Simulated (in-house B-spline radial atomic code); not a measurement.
A run on Tm (an excited or competing configuration) that did not converge. Method: scalar-relativistic (X2C) B97-1, spin-polarised, spherical fractional occupations, exact exchange averaged over the configuration, Fermi nucleus of rms radius 5.2256 fm; computed with an all-electron radial atomic-structure program (B-spline basis).

Command:
```bash
python run_scf.py task.json out
```
Settings (nuclear radius in fm, mass in u):
```
Z                69
configuration    [Kr] 4d10 4f13 5s2 5p5 5f1 6s2
hamiltonian      x2c
method           b97_1
spin_polarised   True
nucleus          fermi
rms_radius       5.2256
atomic_mass      168.93422
speed_of_light   137.035999084
exact_exchange   averaged over the configuration
```

First and last ten iterations of the last attempt (damped for 15 steps, keeping 80 % of the old Fock matrix, then DIIS):
```
 iter        energy (Eh)    residual
    1      -13565.212484    4.94e-01
    2      -13565.490993    1.16e-01
    3      -13566.024303    4.54e-02
    4      -13566.052069    3.67e-02
    5      -13566.062951    2.76e-02
    6      -13566.068273    2.03e-02
    7      -13566.071138    1.48e-02
    8      -13566.072749    1.09e-02
    9      -13566.073587    7.94e-03
   10      -13566.073960    5.82e-03
  111      -13566.074463    1.44e-05
  112      -13566.074463    1.33e-06
  113      -13566.074463    1.13e-06
  114      -13566.074463    5.76e-05
  115      -13566.074463    6.56e-05
  116      -13566.074463    6.99e-07
  117      -13566.074463    3.36e-05
  118      -13566.074463    8.49e-06
  119      -13566.074463    1.01e-06
  120      -13566.074463    1.18e-06
 not converged after 120 iterations
```

The smallest residual met was 7.0e-07; the threshold is about 7e-07. Over the last five steps the energy moves by less than 1e-08 hartree, but the orbitals didn't meet the threshold. Time taken, with all properties: 8.7 s on 1 thread of Arm Neoverse V1, with other jobs on the host.
